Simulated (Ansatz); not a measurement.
Relaxation of C₂H₆BO (10 atoms, charge 1, multiplicity 1), to a largest force component of 0.015 eV/Å in at most 40 steps.

All numbers below come from Ansatz 0.2.0, RKS PBE0-D4/def2-SVPD.

```xyz
10
Properties=species:S:1:pos:R:3
C -1.251 0.670 -0.409
C 0.161 0.522 -0.211
B 0.926 -0.692 0.297
O 1.392 -1.759 -0.243
H -1.853 -0.166 -0.064
H -1.492 1.554 0.209
H -1.534 0.997 -1.415
H 0.776 1.281 -0.696
H 0.944 -0.348 1.454
H 1.847 -2.477 0.205
```

Where does it end, and by what steps?

The run converged. Limits of this set-up: the dipole of an ion depends on the origin. After 28 steps the energy has fallen by 0.503 eV; H7 moved furthest, 1.14 Å.

```csv
step,energy less start (eV),largest force component (eV/Å),accepted
0,0.0000,3.087,yes
1,-0.3360,1.621,yes
2,-0.3829,0.569,yes
3,-0.4004,0.357,yes
4,-0.4111,0.120,yes
5,-0.4161,0.205,yes
6,-0.4240,0.174,yes
7,-0.4300,0.324,yes
8,-0.4351,0.247,yes
9,-0.4383,0.220,yes
10,-0.4407,0.107,yes
11,-0.4430,0.124,yes
12,-0.4449,0.151,yes
13,-0.4389,0.504,no
14,-0.4510,0.159,yes
15,-0.4545,0.269,yes
16,-0.4575,0.210,yes
17,-0.4629,0.108,yes
18,-0.4646,0.320,yes
19,-0.4726,0.198,yes
20,-0.4848,0.245,yes
21,-0.4969,0.113,yes
22,-0.5003,0.103,yes
23,-0.5014,0.206,yes
24,-0.5019,0.165,yes
25,-0.5024,0.136,yes
26,-0.5031,0.067,yes
27,-0.5032,0.027,yes
28,-0.5033,0.010,yes
```

```xyz
10
Properties=species:S:1:pos:R:3
C -1.277 0.674 -0.209
C 0.106 0.687 -0.070
B 0.963 -0.575 0.404
O 0.857 -1.654 -0.361
H -1.853 -0.225 0.040
H -1.832 1.584 -0.461
H -0.616 0.352 -1.221
H 0.609 1.636 -0.309
H 1.604 -0.458 1.415
H 1.357 -2.437 -0.099
```

Whether the end is a true minimum wasn't checked by a vibrational analysis.

Time of the run: 74 s on 2 threads of Arm Neoverse V1, with other jobs on the host, peak memory 0.26 GiB.
